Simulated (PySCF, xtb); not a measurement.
silacyclobutane (C₃H₈Si), SMILES C1C[SiH2]C1.

Harmonic wavenumbers (cm⁻¹) from GFN2-xTB (xtb) at its own minimum, in rising order: 75, 431, 449, 528, 613, 678, 717, 723, 774, 816, 874, 990, 1002, 1051, 1171, 1187, 1210, 1223, 1288, 1474, 1478, 1503, 2250, 2258, 2977, 2996, 2999, 3007, 3011, 3016.

**Question.** What does PBE-D3(BJ)/def2-SVP (PySCF 2.14.0) give at its own minimum? (An estimate is asked for; the answer gives what the named calculation found.)

**Answer.** 153, 394, 489, 525, 626, 653, 715, 781, 803, 870, 901, 925, 944, 953, 1036, 1106, 1167, 1196, 1242, 1361, 1381, 1416, 2138, 2153, 2968, 3000, 3000, 3023, 3075, 3075. Paired by order, the mean absolute difference is 53 cm⁻¹ and the zero-point energies are 61.1 and 60.1 kcal/mol.
